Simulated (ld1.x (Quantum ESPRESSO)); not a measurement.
## Transferability test, PAW potential for Xe

| Property | Result |
| --- | --- |
| Element | xenon (Xe) |
| Generator | ld1.x (Quantum ESPRESSO) 7.5 |
| Type | PAW |
| Functional | Wu–Cohen |
| Relativity | scalar-relativistic |
| Frozen core | [Kr] 4d10 |
| Valence charge | 8 |
| Reference configuration | 5s2 5p5.5 (charge +0.5) |
| Partial waves | 5s (bound): rcut 1.70, rcutus 1.80 bohr; 5s channel at 1 Ry: rcut 1.70, rcutus 1.80 bohr; 5p (bound): rcut 1.85, rcutus 2.20 bohr; 5p channel at -0.3 Ry: rcut 1.85, rcutus 2.20 bohr; 5d channel at -0.05 Ry: rcut 2.10, rcutus 2.25 bohr; 5d channel at 1.75 Ry: rcut 2.10, rcutus 2.25 bohr |
| Local potential | all-electron potential smoothed inside 1.35 bohr (lloc = -1) |
| Core correction | a·sin(br)/r model core inside 1.55 bohr |
| Augmentation charge | PSQ, inside the norm-conserving radii |

Energies are relative to the spin-unpolarised reference configuration 5s2 5p5.5; without spin polarisation the order of configurations can differ from experiment.

Q: Give the all-electron excitation energy and the error of the potential for: 5s2 5p6; 5s2 5p5; 5s2 5p4; 5s2 5p2; 5s2 5p3; 5s1 5p6.

A:

| valence configuration | charge | ΔE all-electron (eV) | error AE − PS (meV) |
| --- | --- | --- | --- |
| 5s2 5p6 | 0 | -5.177 | +1.2 |
| 5s2 5p5 | +1 | 7.377 | -3.1 |
| 5s2 5p4 | +2 | 29.170 | -22 |
| 5s2 5p2 | +4 | 103.392 | -194 |
| 5s2 5p3 | +3 | 60.966 | -75 |
| 5s1 5p6 | +1 | 19.562 | -11 |

Note: ghost state, extra bound levels that the all-electron valence spectrum of the same l lacks: s at -103.7 eV. A true bound ghost makes a file unfit for plane-wave use.
